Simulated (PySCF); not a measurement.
K⁵⁺: ionisation energy

K⁵⁺ [Ne] 3s2 3p2 (3P) → K⁶⁺ [Ne] 3s2 3p1 (2P), as a difference of total energies. Computed with PySCF 2.14 in an uncontracted even-tempered set (18 s from 0.13 bohr⁻², ratio 2.5; 12 p from 0.17 bohr⁻², ratio 2.5; 5 d from 1.5 bohr⁻², ratio 2.7; 5 f from 2.3 bohr⁻², ratio 2.7), with the non-relativistic Hamiltonian (point nucleus). Correlated levels: outer shells: 1s2 frozen; virtual orbitals above 40 to 60 times the deepest correlated orbital energy dropped. The calculations carry no spin-orbit coupling.

```json
{"method": "UHF", "ionisation energy (eV)": "98.560"}
{"method": "LDA", "ionisation energy (eV)": "99.454"}
{"method": "PBE", "ionisation energy (eV)": "99.407"}
{"method": "PBE0", "ionisation energy (eV)": "99.443"}
{"method": "r2SCAN", "ionisation energy (eV)": "99.636"}
{"method": "M06-2X", "ionisation energy (eV)": "99.263"}
{"method": "BLYP", "ionisation energy (eV)": "99.294"}
{"method": "MP2 (outer shells)", "ionisation energy (eV)": "99.122"}
{"method": "SCS-MP2 (outer shells)", "ionisation energy (eV)": "99.002"}
```

Question: How much does correlation contribute at MP2 (outer shells)?

Answer: 99.122 − (98.560) = 0.562 eV, measured against UHF.

A first-order spin-orbit estimate (lowest level to lowest level, LS coupling) adds -0.019 eV.

These non-relativistic numbers lack the scalar-relativistic shift.

For comparison: 99.44 ± 0.2 eV (semi-empirical (NIST evaluation); NIST Atomic Spectra Database, ionization energies).
